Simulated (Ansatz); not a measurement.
Geometry optimisation, DFT PBE, scalar-relativistic, plane waves, PAW in Ansatz.

The input (input.yaml):

```yaml
crystal:
  lattice:
    - [7.3, 0.0, 0.0]
    - [3.65, 6.321985, 0.0]
    - [0.0, 0.0, 21.601225]
  atoms:
    - { symbol: "Y", position: [-0.1666667, 0.3333333, 0.0462937] }
    - { symbol: "Y", position: [0.3333333, 0.3333333, 0.0462937] }
    - { symbol: "Y", position: [-0.1666667, 0.8333333, 0.0462937] }
    - { symbol: "Y", position: [0.3333333, 0.8333333, 0.0462937] }
    - { symbol: "Y", position: [0.0, 0.0, 0.1790211] }
    - { symbol: "Y", position: [0.5, 0.0, 0.1790211] }
    - { symbol: "Y", position: [0.0, 0.5, 0.1790211] }
    - { symbol: "Y", position: [0.5, 0.5, 0.1790211] }
    - { symbol: "Y", position: [-0.1666667, 0.3333333, 0.3117485] }
    - { symbol: "Y", position: [0.3333333, 0.3333333, 0.3117485] }
    - { symbol: "Y", position: [-0.1666667, 0.8333333, 0.3117485] }
    - { symbol: "Y", position: [0.3333333, 0.8333333, 0.3117485] }
    - { symbol: "Y", position: [0.0, 0.0, 0.4444759] }
    - { symbol: "Y", position: [0.5, 0.0, 0.4444759] }
    - { symbol: "Y", position: [0.0, 0.5, 0.4444759] }
    - { symbol: "Y", position: [0.5, 0.5, 0.4444759] }
    - { symbol: C, position: [0.8301172, 0.8484955, 0.5287304] }
    - { symbol: H, position: [0.7032895, 0.9817068, 0.5541919] }
    - { symbol: O, position: [0.9302444, 0.7433287, 0.5727094] }
basis:
  ecutwfc: 420.0
kpoints:
  mp_grid: { grid: [3, 3, 1] }
hamiltonian:
  xc: pbe
scf:
  occupations: { method: gaussian, width: 0.05 }
  lower_state_search: "off"
relax:
  f_tol: 0.03
  max_steps: 60
  adjacent_minimum: "off"
  constraints: [{ sites: [0, 1, 2, 3] }]
```

Command:

```bash
$ ansatz run input.yaml --threads 4 --pin off --max-ram 10240MiB --backend cpu --events-out ev --progress --plain --runs-dir out
```

**Question.** Where does it end, and by what steps?

**Answer.** It converged. The force dipped under the threshold on the way, but the program's further checks kept it going. Limits of this set-up: coarse k mesh, slab without dipole correction, odd electron count without spin. After 17 steps the energy has fallen by 2.948 eV; O19 moved furthest, 2.14 Å. Joined: Y13–O19 (3.52 → 2.30 Å), Y16–O19 (4.55 → 2.30 Å).

```tsv
step	energy less start (eV)	largest force component (eV/Å)	accepted
0	0.0000	3.358	yes
1	-0.9524	1.054	yes
2	-1.4548	1.587	yes
3	-1.8521	1.233	yes
4	-2.0748	0.417	yes
5	-2.2891	0.465	yes
6	-2.4962	0.391	yes
7	-2.6099	0.324	yes
8	-2.7007	0.200	yes
9	-2.7450	0.142	yes
10	-2.7724	0.337	yes
11	-2.8218	0.491	yes
12	-2.9123	0.416	yes
13	-2.8782	0.644	no
14	-2.9358	0.264	yes
15	-2.9434	0.108	yes
16	-2.9484	0.021	yes
17	-2.9484	0.021	yes
```

```xyz
19
Lattice="7.3000 0.0000 0.0000 3.6500 6.3220 0.0000 0.0000 0.0000 21.6012" Properties=species:S:1:pos:R:3
Y 0.000 2.107 1.000
Y 3.650 2.107 1.000
Y 1.825 5.268 1.000
Y 5.475 5.268 1.000
Y -0.002 0.015 3.762
Y 3.631 0.010 3.777
Y 1.810 3.153 3.762
Y 5.442 3.179 3.781
Y -0.095 2.161 6.617
Y 3.628 2.085 6.720
Y 1.851 5.251 6.528
Y 5.480 5.297 6.722
Y -0.036 0.065 9.434
Y 3.841 -0.113 9.573
Y 1.751 3.152 9.430
Y 5.135 3.355 9.650
C 9.343 5.136 10.734
H 9.131 5.254 11.820
O 10.611 4.406 10.567
```

Whether the end is a true minimum wasn't checked by a vibrational analysis.

Run time: 3.2 min on 4 threads of Intel(R) Xeon(R) Platinum 8259CL CPU @ 2.50GHz (Skylake/Cascade Lake), on a shared host, peak memory 2.5 GiB.
